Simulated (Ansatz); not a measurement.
Reaction (SMILES): [Br][GeH][Br] -> [Br][GeH-][Br] (an electron is taken up)
Structures are relaxed separately at B3LYP-D3(BJ)/def2-TZVP in Ansatz (a quantum-chemistry and plane-wave program).
Geometry of the first species:
```xyz
4

Br     1.9116    -0.3697    -0.1977
Ge    -0.0101     0.7737     0.4788
Br    -1.9020    -0.3986    -0.2317
H     -0.0136     2.1341    -0.2902
```
Charge 0, spin multiplicity 2.

Property: adiabatic electron affinity (electronic energy difference), positive where the reaction releases energy, in eV. Correlated levels leave the core frozen unless marked. UHF or UKS for open shells. No spin-orbit coupling. The frozen core is the preceding noble-gas configuration, with the filled d and f shells of earlier blocks. Non-relativistic. Anions need diffuse functions: aug- sets have them; def2-D sets add few; the other sets have none. Basis-set limits of correlation are two-point, X^-3; Hartree-Fock from the larger set.

```csv
level,program,adiabatic electron affinity (eV)
SVWN5/def2-TZVPD,Ansatz,3.04
```

**Question.** What does CCSD(T)/CBS(aug-cc-pVTZ,aug-cc-pVQZ) (Ansatz) give?

**Answer.** 3.08 eV, so SVWN5/def2-TZVPD differs from it by -0.04 eV.
